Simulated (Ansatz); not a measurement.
Isolated molecules relaxed with PBE0-D4/def2-TZVP in Ansatz; ΔE leaves out vibrations. CBS: MP2 limit from def2 TZ/QZ plus the TZ coupled-cluster correction, frozen cores. This one scheme is used for every species. DFT in def2-TZVPP. Each species was taken in one conformer, which may not be the lowest.

Reaction (formal hydrolysis of a B–Al bond): `F[B](F)[AlH2]` + H₂O → `OB(F)F` + `[AlH3]`

CCSD(T)/CBS gives -36.5 kcal/mol.

Task: Another level gave -36.3 kcal/mol. Which?
A. BHLYP/def2-TZVPP
B. r2SCAN0/def2-TZVPP
C. PBE0-D4/def2-TZVPP
D. CCSD(T)/def2-TZVPP

Result: C. PBE0-D4 -36.3, CCSD(T)/def2-TZVPP -37.8, BHLYP -40.5, r2SCAN0 -39.6 kcal/mol.

Largest T1 diagnostic among the species: 0.014.

From PBE to PBE0 (25 % exact exchange), in def2-TZVPP and without D4, ΔE moves by −2.2 kcal/mol. In def2-TZVPP, CCSD(T) changes the Hartree–Fock value by +5.5 kcal/mol (the triples alone add +0.7 kcal/mol) and MP2 by +4.4 kcal/mol. Leaving LDA and LC-ωPBE aside and taking each functional with its dispersion term where it has one, the values, not all of them listed here, spread over 9.2 kcal/mol, from B97M-V to revPBE-D4. LDA lies −3.0 kcal/mol from PBE without D4.
